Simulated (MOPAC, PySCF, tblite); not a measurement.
Dissociation curve of NB, triplet.

Computed with: PM7, unrestricted, heats of formation (MOPAC); GFN2-xTB, 300 K electronic temperature (tblite); UHF/6-31G* = unrestricted Hartree-Fock/6-31G*, spherical d in PySCF 2.14.0.

Energies are in kJ/mol, each relative to the lowest point of its own curve between 1.11 and 1.66 Å, where full CI is lowest.

| R / Å | PM7 | GFN2-xTB | UHF/6-31G* |
|---|---|---|---|
| 1.11 | [?] | 145.1 | 167.1 |
| 1.22 | 4.0 | [?] | 20.4 |
| 1.28 | 0.0 | 0.0 | 0.0 |
| 1.35 | [?] | [?] | 9.4 |
| 1.42 | 86.7 | 59.9 | 32.2 |
| 1.48 | 98.4 | 102.4 | [?] |
| 1.53 | [?] | 140.8 | 42.8 |
| 1.56 | 123.9 | 164.5 | 49.4 |
| 1.61 | 143.8 | 204.9 | 62.9 |
| 1.66 | 165.9 | 245.5 | 78.7 |

Question: Fill in the missing entries.

Answer: 
- 1.11, PM7: 3.3
- 1.22, GFN2-xTB: 9.6
- 1.35, PM7: 15.8
- 1.35, GFN2-xTB: 20.1
- 1.48, UHF/6-31G*: 35.0
- 1.53, PM7: 113.2

The scan ran from 1.11 to 5.22 Å; beyond the distances shown full CI changes its symmetry label. The unrestricted determinant behind UHF/6-31G* is spin-contaminated at 1.42 to 1.66 Å (<S²> up to 2.4, against 2.00 for a pure triplet).
